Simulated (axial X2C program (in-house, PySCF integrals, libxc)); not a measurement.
# How long does TaF take?

A bond scan computed with an in-house all-electron X2C program for linear molecules (integrals from PySCF). Basis: Ta dyall-v3z [13s14p9d7f2g], F dyall-v3z [6s5p2d1f] (cores contracted in-house).

The run was started with this input:
```json
{"zs": [73, 9], "q": 0, "bas": ["dyall-v3z", "dyall-v3z"], "levels": ["PBE0", "HF", "B97-3", "PBEsol"], "cc": false, "r0": 2.1, "npts": 10, "nst": 2, "ntry": 6, "thr": -0.35}
```
```bash
python so2c.py task.json out
```

Keys: zs atomic numbers; q charge; bas basis sets; levels methods; cc coupled cluster on or off; r0 starting distance in Å; npts points on the curve; nst determinants followed; ntry starts of the search; thr threshold in hartree for freezing inner shells (an s shell follows its p shell). HF also brings MP2.

Hardware: 1 thread of Arm Neoverse N1, with other jobs on the host.

Wall time of one point of each curve, integrals apart:

```tsv
Hamiltonian	level	points	seconds a point
spin-free	PBE0	7	2.2
spin-free	HF	7	1.3
spin-free	B97-3	7	2.2
spin-free	PBEsol	7	1.2
2c	PBE0	7	3.6
2c	HF	7	3.4
2c	B97-3	7	3.7
2c	PBEsol	7	1.5
```

The rest:

Search with its distance optimisation 170 s, atoms 38 s, whole task 390 s. Coupled cluster runs on the points near the minimum only. The program drops outer points, and coupled cluster, when its time limit (not in the input) nears; MP2, further determinants and curves that did not converge are not in the table.
